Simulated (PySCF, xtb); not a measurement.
Si(H)(Cl)(Br)(NH2) (BrClH3NSi), SMILES N[SiH](Cl)Br.

GFN2-xTB (xtb) at its own geometry gives an orbital gap of 6.31 eV and a dipole moment of 6.09 D.

Geometry: B3LYP-D3(BJ)/def2-SVP. This is a generated structure with no PubChem entry under its InChIKey; it may be hypothetical. One conformer was computed; it need not be the lowest.

Question: What does PBE/def2-TZVP run with PySCF give? (The exact figures need the calculation; the answer reports its results.)

Answer: gap 5.75 eV (levels -6.72 and -0.97 eV), dipole 2.35 D.
